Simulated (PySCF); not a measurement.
Members of one series of related molecules.

All values: B3LYP/def2-SVPD (PySCF) at PBE0-D3(BJ)/def2-SVP geometries, gas phase, one conformer each. Core orbitals are frozen in the response; Δα² is half the sum of the squared differences of the principal polarisabilities. The calculation is non-relativistic, for gallium too.

Question: Rank by polarisability anisotropy Δα, highest first.
A. `[CH3:1][O:2][GaH2-:3][n+:4]1[cH:5][cH:6][cH:7][cH:8][cH:9]1` with C1–O2–Ga3–N4 180°, O2–Ga3–N4–C5 91°
B. `[SiH3:1][S:2][GaH2-:3][n+:4]1[cH:5][cH:6][cH:7][cH:8][cH:9]1` with Si1–S2–Ga3–N4 -176°, S2–Ga3–N4–C5 0°
C. `[CH2:1]=[N:2][GaH2-:3][n+:4]1[cH:5][cH:6][cH:7][cH:8][cH:9]1` with C1–N2–Ga3–N4 180°, N2–Ga3–N4–C5 0°

Answer: B (12.13 Å³), C (9.85 Å³), A (6.47 Å³).

Question: Rank by vertical ionisation energy (ΔSCF), highest first.
A. `[H]/N=[CH]\[GaH2-][n+]1ccccc1`
B. `C=[N][GaH2-][n+]1ccccc1`
C. `C[O][GaH2-][n+]1ccccc1`

Answer: C (8.21 eV), A (7.94 eV), B (7.73 eV).

Question: Rank by HOMO energy, lowest first.
A. `C=[N][GaH2-][n+]1ccccc1`
B. `[H]/N=[CH]\[GaH2-][N+]1=CC=CC=C1`
C. `[n+]1([GaH2-][S][SiH3])ccccc1`

Answer: C (-6.13 eV), B (-5.70 eV), A (-5.56 eV).

All values together:

```tsv
SMILES	formula	μ (D)	HOMO (eV)	LUMO (eV)	α (Å³)	Δα (Å³)	electrons	α per electron (Å³)	ΔSCF removal energy (eV)
C[O][GaH2-][n+]1ccccc1	C6H10GaNO	6.40	-6.04	-2.25	16.74	6.47	92	0.182	8.21
[SiH3][S][GaH2-][n+]1ccccc1	C5H10GaNSSi	7.58	-6.13	-2.41	22.18	12.13	108	0.205	8.12
C=[N][GaH2-][n+]1ccccc1	C6H9GaN2	5.35	-5.56	-2.07	17.60	9.85	90	0.196	7.73
[H]/N=[CH]\[GaH2-][n+]1ccccc1	C6H9GaN2	7.62	-5.70	-2.37	17.44	6.26	90	0.194	7.94
```

Conformers: `[CH3:1][O:2][GaH2-:3][n+:4]1[cH:5][cH:6][cH:7][cH:8][cH:9]1` with C1–O2–Ga3–N4 180°, O2–Ga3–N4–C5 91°; `[SiH3:1][S:2][GaH2-:3][n+:4]1[cH:5][cH:6][cH:7][cH:8][cH:9]1` with Si1–S2–Ga3–N4 -176°, S2–Ga3–N4–C5 0°; `[CH2:1]=[N:2][GaH2-:3][n+:4]1[cH:5][cH:6][cH:7][cH:8][cH:9]1` with C1–N2–Ga3–N4 180°, N2–Ga3–N4–C5 0°; `[H]/[N:1]=[CH:2]\[GaH2-:3][n+:4]1[cH:5][cH:6][cH:7][cH:8][cH:9]1` with N1–C2–Ga3–N4 -104°, C2–Ga3–N4–C5 -90°.
